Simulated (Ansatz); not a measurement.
Basis-set extrapolation for C2H6Al2O (PBE0-D4/def2-TZVP geometry, frozen core, Ansatz). Multiplicity 1, RHF reference.

|  | def2-TZVPP | def2-QZVPP |
| --- | --- | --- |
| HF | -637.955719 | -637.977255 |
| MP2 correlation | -0.729922 | -0.780923 |
| CCSD(T) correlation | -0.808855 | not run |

Energies in hartree. Use E(X) = E(∞) + A·exp(−7.88·√X) for Hartree–Fock and E(X) = E(∞) + B·X^(−2.97) for correlation, with X = 3 and 4, and add CCSD(T) minus MP2 of the smaller set to the MP2 limit.

**Question.** What is the CCSD(T) energy at the basis-set limit?

**Answer.** HF limit: -637.977255 + (-0.021536) × 0.13774 = -637.98022. MP2 limit: -0.780923 + (-0.051001) × 0.74074 = -0.81870. Higher-order term: -0.808855 − (-0.729922) = -0.07893. Total: -638.87785 hartree, 297.4 kJ/mol below CCSD(T)/def2-TZVPP.
